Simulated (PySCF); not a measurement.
**Assigning NMR signals**

Molfile (atoms numbered from 1):
```
C8H6ClP
     RDKit          3D

 16 16  0  0  0  0  0  0  0  0999 V2000
    1.0182    3.3967   -0.4620 C   0  0  0  0  0  0  0  0  0  0  0  0
    0.8722    2.2203   -0.2706 C   0  0  0  0  0  0  0  0  0  0  0  0
    0.7155    0.8332   -0.0443 C   0  0  0  0  0  0  0  0  0  0  0  0
    1.8478    0.0733    0.2536 C   0  0  0  0  0  0  0  0  0  0  0  0
    1.8104   -1.2799    0.4891 C   0  0  0  0  0  0  0  0  0  0  0  0
    0.3876   -2.2689    0.4646 P   0  0  0  0  0  0  0  0  0  0  0  0
   -0.8374   -1.0820    0.0751 C   0  0  0  0  0  0  0  0  0  0  0  0
   -2.2463   -1.5829   -0.0401 C   0  0  0  0  0  0  0  0  0  0  0  0
   -0.5574    0.2553   -0.1258 C   0  0  0  0  0  0  0  0  0  0  0  0
   -1.8765    1.3262   -0.5137 Cl  0  0  0  0  0  0  0  0  0  0  0  0
    1.1385    4.4250   -0.6307 H   0  0  0  0  0  0  0  0  0  0  0  0
    2.7965    0.5931    0.2960 H   0  0  0  0  0  0  0  0  0  0  0  0
    2.7400   -1.7894    0.7105 H   0  0  0  0  0  0  0  0  0  0  0  0
   -2.6399   -1.3837   -1.0365 H   0  0  0  0  0  0  0  0  0  0  0  0
   -2.8914   -1.0731    0.6749 H   0  0  0  0  0  0  0  0  0  0  0  0
   -2.2854   -2.6541    0.1483 H   0  0  0  0  0  0  0  0  0  0  0  0
  1  2  3  0
  2  3  1  0
  3  4  2  0
  4  5  1  0
  5  6  2  0
  6  7  1  0
  7  8  1  0
  7  9  2  0
  9 10  1  0
  9  3  1  0
  1 11  1  0
  4 12  1  0
  5 13  1  0
  8 14  1  0
  8 15  1  0
  8 16  1  0
M  END
```

Gas phase, relativity neglected, equivalent nuclei averaged, one conformer. GIAO PBE0/pcSseg-1 shieldings; structure optimised with GFN2-xTB; PySCF 2.14.0 with density-fitted response routines.

Scale: 13C, 1H against TMS (reference shieldings calculated alike).

Question: Assign these signals to the numbered atoms. 13C{1H} NMR (computed): δ 176.1 (C), 162.0 (CH), 153.3 (C), 143.7 (CH), 128.6 (C), 97.5 (CH), 87.4 (C), 28.3 (CH3).

Answer: 
176.1 → C7, substituted aromatic carbon
162.0 → C5, aromatic CH
153.3 → C9, aromatic carbon bearing chlorine
143.7 → C4, aromatic CH
128.6 → C3, substituted aromatic carbon
97.5 → C1, terminal alkyne carbon: the triple bond shields along its axis, which puts it between sp3 and sp2 carbons
87.4 → C2, alkyne carbon: the triple bond shields along its axis, which puts it between sp3 and sp2 carbons
28.3 → C8, methyl carbon on an aromatic ring: aliphatic region, no heteroatom directly attached

Question: Assign these signals to the numbered atoms. 1H NMR (500 MHz, computed): δ 8.84 (m, 1H), 8.28 (m, 1H), 3.39 (s, 1H), 2.92 (m, 3H).

Answer: 
8.84 → H13, hydrogen on an aromatic CH: it sits in the deshielding region of the aromatic ring current
8.28 → H12, hydrogen on an aromatic CH
3.39 → H11, hydrogen on a terminal alkyne carbon: it lies on the axis of the triple bond, in its shielding cone
2.92 → H14/H15/H16, hydrogen on a methyl carbon on an aromatic ring: benzylic-type position, deshielded by the ring

Carbons that carry Cl, above all several Cl atoms, come out too deshielded, partly because spin–orbit coupling is missing. Splittings by 31P in the carbon and heteronuclear signals aren't shown, as no couplings were computed. Shifts are as computed. Against solution values, carbons near 30 ppm lie about +3 ppm off and those near 130 ppm about +5 ppm; carbons on Cl a further +6 ppm. Of 1211 compounds with measured shifts, 218 miss one by over three times the rms of a fit or turn the order of signals round; such compounds aren't used in these exercises. No couplings were computed; multiplicities are counted from neighbouring protons, with m where these are inequivalent, close in shift, in a saturated or five-membered ring or joined by F or P, and br s for small geminal =CH2 splittings.
